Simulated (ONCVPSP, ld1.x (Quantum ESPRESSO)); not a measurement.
## Potentials for silicon (Si) compared

Generated with ld1.x 7.5 (TM, RRKJ, ultrasoft, PAW), atompaw 4.2 or ONCVPSP 4.0.1. The cutoff is in Ry: for ld1.x and atompaw files where the sum of valence levels is converged to 10 mRy in a Bessel basis, for ONCV files where the hardest occupied wave has 1 mHa per electron of residual kinetic energy. The error is the largest all-electron minus pseudo excitation energy over each file’s own four to seven test configurations (ionisations up to +4, promotions, holes and added fractions of an electron), all of which were solved. The labels leave out finer settings (local radius, basis sizes, second energies), which also bear on the numbers. Spin-polarised tests are not counted. The rows are a selection from randomly drawn settings: files with unsolved tests, undetermined cutoffs or missed reference levels are left out.

| potential | cutoff (Ry) | largest error (meV) | bound ghosts |
| --- | --- | --- | --- |
| ONCV, PBE, scalar-relativistic, rc 1.65/2.10/2.30 (spd), local smoothed, core correction yes, reference 3s2 3p1, qcut 4.3/3.9/3.9, projectors 1/2/1 | 16 | +47 | none |
| TM semilocal, LDA (PZ), scalar-relativistic, rc 1.55/1.85 (sp), local s, core correction yes, reference 3s2 3p1 | 15 | +51 | none |
| ultrasoft, PBE, scalar-relativistic, rc 1.90/2.30 (sp), local smoothed, core correction no, reference 3s2 3p2 | 8 | +23 | none |
| RRKJ, revPBE, scalar-relativistic, rc 1.80/2.10 (sp), local smoothed, core correction no, reference 3s2 3p2 | 35 | +16 | none |

Problem. Fill in the row for Si: PAW, PBEsol, non-relativistic, rc 2.05/2.25/2.38 (spd), local smoothed, core correction yes, reference 3s2 3p1.5.

Solution. cutoff 8 Ry, largest error -56 meV, bound ghosts: none.
